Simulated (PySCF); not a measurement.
# Reading the logs of faulty runs: B2CGeH8

These are calculations, not measurements. They come from PySCF 2.14.0, an open-source quantum chemistry program, on an isolated molecule that a program drew, which may never have been made. The molecule is B2CGeH8 (charge 0, singlet), drawn as the SMILES string `[BH2][GeH2][BH]C`.

Each row is a Hartree-Fock (HF) and frozen-core CCSD(T) single point in the cc-pVDZ basis, meant for a local HF minimum. Run 1 is clean. Each other run has one planted mistake out of seven kinds, and not every kind appears here: one electron removed, one electron added, multiplicity raised by two, geometry at a saddle point, minimal basis STO-3G, one bond length entered in bohr, all coordinates scaled. The reference is restricted for singlets and unrestricted otherwise, and also for a bond in bohr. Adding or removing an electron swaps singlet and doublet. Electrons count all cores. HOMO and LUMO are orbital energies over both spins, the gradient is its largest component, and the lowest frequency (negative if imaginary) is given only where the gradient is small. Bond lengths are over the 11 bonds as drawn. T1 is the CCSD diagnostic: over 0.02 (restricted) or 0.045 (unrestricted) a single reference is doubtful. Germanium has the cc-pVDZ-PP basis, with a core potential (ECP10MDF) in place of its 10 inner electrons, and its 3s, 3p and 3d shells are frozen in CCSD(T).

Geometry of the clean run:
```xyz
12
B2CGeH8, angstrom
B     0.4992   -2.5406   -0.9832
Ge    0.1524   -1.3038    0.6632
B    -1.2479    0.1776    0.1584
C    -0.8800    1.6883   -0.0772
H    -0.2176   -3.4752   -1.2094
H     1.3934   -2.3173   -1.7511
H     1.4715   -0.6670    1.1430
H    -0.3943   -2.1454    1.8326
H    -2.4023   -0.1544    0.0815
H     0.1727    1.8861   -0.2863
H    -1.1174    2.1917    0.8741
H    -1.5039    2.1687   -0.8361
```

| run | electrons | basis functions | <S^2> | HOMO (eV) | LUMO (eV) | gradient (hartree/bohr) | lowest frequency (cm^-1) | mean bond (Å) | longest bond (Å) | T1 | HF (hartree) | CCSD(T) (hartree) | mistake |
|---|---|---|---|---|---|---|---|---|---|---|---|---|---|
| 1 | 56 | 105 | 0.000 | -10.04 | 1.18 | 1.6e-05 | 30 | 1.4303 | 2.100 | 0.0130 | -385.22288 | -385.71119 | no fault |
| 2 | 56 | 105 | 0.000 | -10.22 | 1.40 | 9.8e-02 | - | 1.2915 | 1.896 | 0.0140 | -385.11271 | -385.59313 | all coordinates scaled |
| 3 | 56 | 105 | 2.044 | -7.14 | -1.47 | 5.2e-02 | - | 1.4303 | 2.100 | 0.0290 | -385.10882 | -385.59171 | ? |
| 4 | 56 | 105 | 0.651 | -9.23 | 0.82 | 1.9e-02 | - | 1.5273 | 2.267 | 0.0587 | -385.10366 | -385.59273 | ? |

**Which mistake was planted in run 3, and what did it cost?**

Electrons, basis and geometry are unchanged, and <S^2> is 2.044, beside S(S+1) = 2.00 for a multiplicity of 3. So the mistake is: multiplicity raised by two. Subtracting run 1 and multiplying by 627.51 kcal/mol a hartree, the energy moved by 71.6 kcal/mol in HF and 75.0 kcal/mol in CCSD(T).

**Which mistake was planted in run 4, and what did it cost?**

The mean bond changes by a factor of 1.068 and the longest by 1.080, so the molecule wasn't scaled as a whole. A length L in bohr read as angstrom grows by (1/0.5292 - 1) L = 0.890 L. The 11 bonds together grew by 11 x 0.0970 = 1.067 Å, which gives L = 1.199 Å. That is the length of one of the B-H bonds, 1.200 Å in the clean geometry. So the mistake is: one bond length entered in bohr. Subtracting run 1 and multiplying by 627.51 kcal/mol a hartree, the energy moved by 74.8 kcal/mol in HF and 74.3 kcal/mol in CCSD(T).

Cautions from the logs. Run 4: T1 is over the limit, so its CCSD(T) energy is less reliable.
